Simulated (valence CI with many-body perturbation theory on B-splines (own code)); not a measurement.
The numbers below are computed, except where a source is named.
Energy levels of In43+

Method: valence CI with perturbative core correlation (CI+MBPT): four valence electrons over a frozen Dirac-Fock core [He], a basis of 11 s, 11 p, 9 d, 7 f, 5 g, 2 h, 1 i functions for each j, with the one-electron correlation potential Σ1 (screened to all orders), the two-electron term Σ2, the three-electron term Σ3, Breit, model QED; selected single and double excitations, second order for the rest (own B-spline code, finite nucleus).

The last digits are not significant, and no measured levels were compared; by estimate large intervals hold to a few tenths of a per cent, small ones and those within an open d or f shell to about a per cent. Among the levels kept, up to 260 cm⁻¹ of a level comes from second order outside the variational space, and about a tenth of that is noise between levels of different J, which matters for small intervals.

Levels 91 to 111 of 111, with energies above the lowest level, (2s^2 2p1/2^2) J=0. "Leading %" is the weight of the configuration and term that name the level; weights of strongly mixed levels are sums over their largest components and can fall short. In the jj column 3d3/2^4 stands for four electrons in 3d with j = 3/2.

```csv
No.,Configuration,Term,J,E (Ry),Leading %,Second component,g,Leading jj
91,2s.2p2.3p,3P°,1,337.02,37,27 % 2s.2p2.3p 3S°,1.367,2s 2p1/2 2p3/2 3p3/2 (92 %)
92,2s.2p2.3p,3P°,0,337.09,83,16 % 2s.2p2.3p 1S°,,2s 2p1/2 2p3/2 3p3/2 (99 %)
93,2s.2p2.3p,1D°,2,337.12,37,35 % 2s.2p2.3p 3D°,1.118,2s 2p1/2 2p3/2 3p3/2 (95 %)
94,2s.2p2.3d,5P,2,337.31,29,25 % 2s.2p2.3d 3D,1.415,2s 2p1/2 2p3/2 3d3/2 (94 %)
95,2s.2p2.3d,3P,1,337.46,32,28 % 2s.2p2.3d 3D,1.037,2s 2p1/2 2p3/2 3d5/2 (76 %)
96,2s.2p2.3d,3F,3,337.48,41,26 % 2s.2p2.3d 5D,1.255,2s 2p1/2 2p3/2 3d3/2 (52 %)
97,2s.2p2.3p,3P°,1,337.53,55,22 % 2s.2p2.3p 1P°,1.219,2s 2p1/2 2p3/2 3p3/2 (96 %)
98,2s.2p2.3d,3G,5,337.54,51,49 % 2s.2p2.3d 5F,1.287,2s 2p1/2 2p3/2 3d5/2 (97 %)
99,2s.2p2.3d,5P,1,337.57,45,23 % 2s.2p2.3d 3S,1.917,2s 2p1/2 2p3/2 3d3/2 (77 %)
100,2s.2p2.3d,3F,2,338.67,38,35 % 2s.2p2.3d 3P,1.106,2s 2p1/2 2p3/2 3d5/2 (71 %)
101,2s.2p2.3d,3D,3,338.78,54,22 % 2s.2p2.3d 1F,1.255,2s 2p1/2 2p3/2 3d5/2 (86 %)
102,2s.2p2.3d,3F,4,339.25,53,28 % 2s.2p2.3d 1G,1.189,2s 2p1/2 2p3/2 3d5/2 (83 %)
103,2s.2p2.3d,3D,1,339.48,58,15 % 2s.2p2.3d 1P,0.856,2s 2p1/2 2p3/2 3d5/2 (88 %)
104,2p3.3s,3P°,2,339.77,39,29 % 2p3.3s 5S°,1.529,2p1/2^2 2p3/2 3s (88 %)
105,2s.2p2.3d,3G,3,339.84,53,21 % 2s.2p2.3d 1F,0.903,2s 2p1/2 2p3/2 3d3/2 (96 %)
106,2s.2p2.3d,3P,0,339.85,74,22 % 2s.2p2.3d 1S,,2s 2p1/2 2p3/2 3d5/2 (94 %)
107,2s.2p2.3d,3F,2,340.31,45,26 % 2s.2p2.3d 1D,0.906,2s 2p1/2 2p3/2 3d3/2 (72 %)
108,2p3.3s,3D°,1,340.34,26,26 % 2p3.3s 1P°,1.209,2p1/2^2 2p3/2 3s (89 %)
109,2s.2p2.3d,3D,1,340.39,57,19 % 2s.2p2.3d 1P,0.683,2s 2p1/2 2p3/2 3d3/2 (91 %)
110,2s.2p2.3s,5P,3,340.50,46,42 % 2s.2p2.3s 3D,1.455,2s 2p3/2^2 3s (86 %)
111,2s.2p2.3d,1D,2,341.03,31,18 % 2s.2p2.3d 3F,0.992,2s 2p1/2 2p3/2 3d3/2 (87 %)
```

Where two levels of one J and parity lie close, their mixing, g and order are uncertain.
